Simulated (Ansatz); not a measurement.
This Ansatz (a program for electronic structure) input (wB97M-V/def2-TZVPP) gives -82.02541 Eh with 118 basis functions. A basis named .json is the Basis Set Exchange file of that set (core-valence sets with the plain set on hydrogen).

Ansatz 0.2 input:
```yaml
crystal:
  periodic: [false, false, false]
  atoms:
    - {symbol: B, position_ang: [-0.77657967, 0.03230627, -0.00413419]}
    - {symbol: N, position_ang: [0.60979542, -0.02536793, 0.00324630]}
    - {symbol: H, position_ang: [-1.39837774, -0.98543134, -0.02544751]}
    - {symbol: H, position_ang: [-1.31189213, 1.09818051, 0.01101914]}
    - {symbol: H, position_ang: [1.19719081, 0.79223349, 0.02089926]}
    - {symbol: H, position_ang: [1.12740949, -0.88893853, -0.00852404]}
basis:
  gaussian:
    orbitals: def2-TZVPP
    final_grid: {core_spheres: 10, valence_spheres: 9, degree: 29}
hamiltonian:
  xc: {name: wB97M-V}
magnetization: {spin_polarized: false}
```

Change:
```diff
- final_grid: {core_spheres: 10, valence_spheres: 9, degree: 29}
+ fitting: {mean_field: def2-universal-JKFIT.json}
```

Task: What does the run give now?

Result: -82.02546 Eh (wB97M-V/def2-TZVPP, 118 functions), a change of -0.05 mEh.
